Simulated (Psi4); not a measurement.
Approach curve of the dimer HBr ··· Br2 (SMILES Br and BrBr). Monomers: optimised at B3LYP-D3(BJ) (def2-TZVP), held rigid. Orientation: lowest of the rigid-body minima from ten starts at GFN2-xTB (searched outside a hard wall at short contacts). R is the distance of the centres of mass, along which the second monomer moves. The shortest distances reach bonding range, where SAPT0 and rigid monomers are unreliable.

Computed with SAPT0/jun-cc-pVDZ, frozen core run with Psi4 1.11.

Components in kcal/mol:

| R / Å | electrostatics | exchange | induction | dispersion | total |
|---|---|---|---|---|---|
| 3.94 | -17.77 | 40.38 | -9.61 | -5.86 | 7.14 |
| 4.14 | -9.83 | 21.53 | -5.22 | -3.98 | 2.50 |
| 4.33 | -5.73 | 11.78 | -2.93 | -2.80 | 0.32 |
| 4.56 | -3.08 | 5.62 | -1.47 | -1.85 | -0.77 |
| 4.71 | -2.09 | 3.45 | -0.93 | -1.42 | -1.00 |
| 4.99 | -1.06 | 1.37 | -0.40 | -0.89 | -0.98 |
| 5.31 | -0.54 | 0.48 | -0.15 | -0.54 | -0.75 |
| 5.85 | -0.21 | 0.08 | -0.03 | -0.25 | -0.42 |
| 6.55 | -0.09 | 0.01 | -0.01 | -0.11 | -0.20 |
| 7.52 | -0.04 | 0.00 | 0.00 | -0.04 | -0.08 |
| 8.80 | -0.01 | 0.00 | 0.00 | -0.01 | -0.03 |
